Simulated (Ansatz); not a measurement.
```xyz
5

Cl   -0.377    2.081    0.667
Ti    0.063    0.059    0.042
Cl    2.115   -0.441    0.497
I    -1.480   -1.546    1.242
I    -0.322   -0.153   -2.449
```

The species carries charge 0 and has multiplicity 1. I: def2 effective core potential.

Q: List the CAM-B3LYP/def2-TZVPP orbital energies in eV (Ansatz 0.2.0). (Estimate.)

A: Computed: Occupied: -4872.81, -2765.00, -2765.00, -546.93, -457.51, -457.49, -457.48, -259.78, -259.78, -198.77, -198.77, -198.73, -198.73, -198.72, -198.72, -188.65, -188.65, -134.79, -134.79, -134.71, -134.71, -134.70, -134.70, -69.88, -54.46, -54.46, -54.42, -54.42, -54.41, -54.41, -54.34, -54.34, -54.34, -54.34, -45.61, -45.54, -45.47, -24.88, -24.69, -21.48, -21.31, -12.81, -12.60, -12.12, -11.83, -11.77, -11.30, -11.06, -10.72, -10.25, -9.67, -9.41, -9.15. Lowest empty: -2.72, -2.65, -2.32, -2.13, -2.05, 0.78, 2.52, 2.71.
